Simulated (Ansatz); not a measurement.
Single points on the cluster B5N4⁺.

```yaml
crystal:
  periodic: [false, false, false]
  atoms:
    - {symbol: B, position_ang: [0.040386, -0.145203, 0.012904]}
    - {symbol: B, position_ang: [0.734819, -2.652854, 0.210190]}
    - {symbol: B, position_ang: [1.399533, -5.172436, 0.333329]}
    - {symbol: B, position_ang: [-1.085054, 3.947587, -0.293717]}
    - {symbol: B, position_ang: [-0.392004, 1.425296, -0.105298]}
    - {symbol: N, position_ang: [-1.437250, 5.230463, -0.390003]}
    - {symbol: N, position_ang: [-0.727980, 2.645998, -0.196845]}
    - {symbol: N, position_ang: [1.090265, -3.906009, 0.326995]}
    - {symbol: N, position_ang: [0.377296, -1.372852, 0.102436]}
basis:
  gaussian: {orbitals: def2-TZVP, initial_orbitals: start.molden}
total_charge: 1
hamiltonian: {xc: r2scan, dispersion: d4}
scf: {omitted_lower_state_checks: [starts]}
output: {orbitals: {seedname: orbitals}}
```

The file start.molden holds the orbitals of an earlier run on this structure, at another level or in another basis.

```sh
$ ansatz run in.yaml --threads 4 --pin off --events-out ev --progress --plain --max-ram 4787MiB
```

Shortened log:

```
Functional definition: r2SCAN
1465 factors; their error is unknown
mean field evaluation 1: about -9328.3205 eV, gradient 6.3e0 eV
mean field evaluation 2: about -9328.4154 eV, gradient 2.0e-1 eV
mean field evaluation 4: about -9328.4190 eV, gradient 8.3e-3 eV
mean field evaluation 8: about -9328.4190 eV, gradient 2.7e-5 eV
mean field evaluation 16: about -9328.1107 eV, gradient 8.7e0 eV
mean field -9328.41897126 eV, -342.8130741644 hartree, gradient 3.0e-6 eV, S^2 0.000000; 0 other end points of the search recorded, 0 dependent functions left out
reference -9328.41899204 eV, -342.8130749279 hartree; 26, 26 occupied and 253, 253 virtual orbitals, 1465 factors
Total energy: -9328.47725455 eV, -342.8152160356 hartree
Checks for a lower state left out: starts
```

It took 11 s on 4 threads of Intel Xeon 6975P-C on a shared host, peak host memory 0.78 GiB.

As the first input, with `gaussian: {orbitals: def2-SVP, initial_orbitals: start.molden}`, `hamiltonian: {xc: pbe, dispersion: d4}` (abridged; 1.6 s):

```
Functional definition: PBE
mean field evaluation 16: about -9312.1867 eV, gradient 1.3e0 eV
mean field -9312.20204895 eV, -342.2171132617 hartree, gradient 1.5e-6 eV, S^2 0.000000
Total energy: -9312.42906053 eV, -342.2254557834 hartree
Checks for a lower state left out: starts
```

The first input with `hamiltonian: {xc: pbe0, dispersion: d4}` (abridged; 34 s):

```
Functional definition: PBE0
mean field evaluation 16: about -9321.1982 eV, gradient 5.0e0 eV
mean field evaluation 32: about -9321.3013 eV, gradient 5.4e-1 eV
mean field evaluation 64: about -9321.3126 eV, gradient 8.8e-2 eV
mean field -9321.31376936 eV, -342.5519628106 hartree, gradient 2.3e-6 eV, S^2 0.000000
Total energy: -9321.50667421 eV, -342.5590519331 hartree
Checks for a lower state left out: starts
```

Geometry: r2SCAN-D4/def2-SVP.

The restricted singlet is unstable towards broken spin symmetry in Hartree–Fock (as tested in another run); at r2SCAN-D4/def2-TZVP, PBE-D4/def2-SVP, PBE0-D4/def2-TZVP this wasn't settled. At r2SCAN-D4/def2-TZVP, PBE-D4/def2-SVP an occupied level of the charge 1 singlet lies above an empty one (by up to 0.42 eV), so this SCF solution is probably not the lowest. The geometry of the singlet was relaxed on an unsound state (an occupied level 0.15 eV above an empty one). Another isomer (singlet) lies 7.19 eV lower at PBE0-D4/def2-TZVP; other spin states weren't run for this one.
